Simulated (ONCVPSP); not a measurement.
Before and after: ONCV potential for Fe (Z = 26)

- Element: Fe
- Generator: ONCVPSP 4.0.1
- Type: optimised norm-conserving Vanderbilt (ONCV)
- Functional: PBEsol
- Relativity: scalar-relativistic
- Frozen core: [Ne]
- Valence charge: 16
- Reference configuration: 3s2 3p6 3d6 4s2
- Partial waves: 3s+4s: rc 1.10 bohr, ncon 4, nbas 8, qcut 12.8 1/bohr, 2 projectors; 3p: rc 0.75 bohr, ncon 4, nbas 7, qcut 11.8 1/bohr, 3 projectors, debl 0.4 Ha; 3d: rc 1.90 bohr, ncon 4, nbas 8, qcut 9.3 1/bohr, 2 projectors, debl 0.3 Ha
- Local potential: polynomial inside 0.65 bohr (lpopt 5, dvloc0 0 Ha)
- Core correction: Teter function fitted to the true core (icmod 2), fcfact 0.3

In the p channel the program set the typed energies aside and used -2.202, 0.250, 0.650 Ha.

All-electron outer shells of the reference configuration (PBEsol, scalar-relativistic, ld1.x):

| shell | level (eV) | outermost node (bohr) | outermost maximum (bohr) |
| --- | --- | --- | --- |
| 2p | -697.99 | – | 0.18 |
| 3s | -93.77 | 0.33 | 0.70 |
| 3p | -59.92 | 0.30 | 0.72 |
| 3d | -7.53 | – | 0.71 |
| 4s | -5.31 | 1.00 | 2.41 |

Change: p: ncon 3, nbas 6.

Cutoffs: the cutoffs (Ha) at which the residual kinetic energy of the hardest occupied pseudo-wave falls to 1 and 0.1 mHa per electron; they do not see the model core or the augmentation charge, which bear on the density cutoff. Errors are all-electron minus pseudo energies relative to the spin-unpolarised reference configuration.

**Question.** Predict the effect on cutoff, ghosts and configuration errors.

**Answer.** The potential gets softer (64 Ha and 163 Ha → 59 Ha and 119 Ha); both files keep a bound ghost (p); the errors of the 4 common tests hardly move.

```tsv
quantity	base	changed
cutoff, loose	64 Ha	59 Ha
cutoff, tight	163 Ha	119 Ha
loose cutoff by channel	s 52 Ha, p 64 Ha, d 31 Ha	s 52 Ha, p 59 Ha, d 31 Ha
bound ghosts	p	p
GHOST(+) flags under 300 eV	none	none
error for 3s2 3p6 3d6 4s1, meV [ΔE 8.75 eV]	+2.2	+2.2
error for 3s2 3p6 3d6 4s0, meV [ΔE 24.86 eV]	+12	+12
error for 3s2 3p6 3d5 4s0, meV [ΔE 59.05 eV]	+71	+71
error for 3s1 3p6 3d6 4s2, meV [ΔE 101.63 eV]	-327	-327
s: phases at 1.12 bohr within 0.05 rad from the reference energy up to (Ha; the scan ends near 5)	to the end of the scan	to the end of the scan
p: phases at 0.76 bohr within 0.05 rad from the reference energy up to (Ha; the scan ends near 5)	to the end of the scan	to the end of the scan
d: phases at 1.93 bohr within 0.05 rad from the reference energy up to (Ha; the scan ends near 5)	4.3	4.3
rms error of d²Exc/dni dnj with the model core, mHa	0.67	0.66
```

 A true bound ghost makes a file unfit for plane-wave use even where its test errors are small: the radial tests pick states by their node count and pass the ghost by.
